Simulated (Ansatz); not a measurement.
Calculated with Ansatz (gas phase, PBE0-D4/def2-TZVP geometries, no zero-point term in ΔE). CCSD(T)/CBS adds triple-zeta CCSD(T) − MP2 to the extrapolated MP2 energy (def2 sets, frozen cores). Functionals use def2-TZVPP. Each species was taken in one conformer, which may not be the lowest.

Reaction (isomerisation): `OC1(F)N[SiH2]1` → `N[Si]1(F)CO1`

Task: Is it downhill or uphill in electronic energy at CCSD(T)/CBS, and by how much? (Estimate.)

Result: Computed: Downhill: ΔE = -3.82 eV.

Task: What do these levels give: BLYP-D4, B97M-V, r2SCAN0-D4, ωB97X-V, ωB97M-V, B2PLYP, PBE-QIDH, revPBE, r2SCANh, LC-ωPBE, CCSD(T)/def2-TZVPP, SCS-MP2/def2-QZVPP? (An estimate is asked.)

Result: Ansatz gave: BLYP-D4 -3.57, B97M-V -3.76, r2SCAN0-D4 -3.72, ωB97X-V -3.60, ωB97M-V -3.66, B2PLYP -3.78, PBE-QIDH -3.72, revPBE -3.41, r2SCANh -3.69, LC-ωPBE -3.62, CCSD(T)/def2-TZVPP -3.76, SCS-MP2/def2-QZVPP -3.94 eV.

Largest T1 diagnostic among the species: 0.013.

Leaving LDA and LC-ωPBE aside and taking each functional with its dispersion term where it has one, the values, not all of them listed here, spread over 0.41 eV, from BHLYP-D4 to PBE-D4. LDA lies +0.14 eV from PBE without D4. From r2SCAN to r2SCAN0 (25 % exact exchange), in def2-TZVPP and without D4, ΔE moves by −0.05 eV. At CCSD(T), def2-SVP lies +0.77 eV from the extrapolated value and def2-TZVPP +0.06 eV.
